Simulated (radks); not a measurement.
The numbers below are computed, except where a source is named.
Radial electron density D(r) = 4 pi r^2 rho(r) of an atom or ion with 8 electrons. Code: a radial shooting solver on a logarithmic mesh with Libxc functionals. Model: Dirac Kohn-Sham, B86b exchange with PBE correlation, spin-unpolarised, spherical densities, finite nucleus; Fermi nuclear charge, rms radius of each element as measured or else 0.836 A^(1/3) + 0.57 fm.

| r (bohr) | D(r) (e/bohr) |
|---|---|
| 0.005566 | 0.2223 |
| 0.006798 | 0.3232 |
| 0.008303 | 0.4673 |
| 0.01022 | 0.6809 |
| 0.01249 | 0.9698 |
| 0.01537 | 1.386 |
| 0.01878 | 1.929 |
| 0.02293 | 2.646 |
| 0.02824 | 3.604 |
| 0.03449 | 4.741 |
| 0.04246 | 6.126 |
| 0.05186 | 7.575 |
| 0.06335 | 8.997 |
| 0.07799 | 10.22 |
| 0.09526 | 10.87 |
| 0.1173 | 10.77 |
| 0.1433 | 9.852 |
| 0.175 | 8.302 |
| 0.2154 | 6.523 |
| 0.2631 | 5.269 |
| 0.324 | 4.919 |
| 0.3957 | 5.504 |
| 0.4833 | 6.476 |
| 0.595 | 7.083 |
| 0.7268 | 6.710 |
| 0.8948 | 5.315 |
| 1.093 | 3.509 |
| 1.335 | 1.879 |
| 1.644 | 0.7623 |
| 2.007 | 0.2419 |
| 2.472 | 0.05171 |
| 3.019 | 0.007818 |

What is the nuclear charge?

Answer. Z = 10. The innermost maximum, from 1s, lies near gamma/Z bohr with gamma = sqrt(1 - (Z/c)^2) = 0.997, here 0.0997 bohr (found: 0.103), and its height grows with Z. The density is that of the neon ion Ne2+ in [He] 2s2 2p4; the configuration itself is not fixed sharply by these data. D(r) has 2 maxima, at r = 0.103, 0.614 bohr, and minima at 0.311 bohr, inside which lie 2.21 electrons.
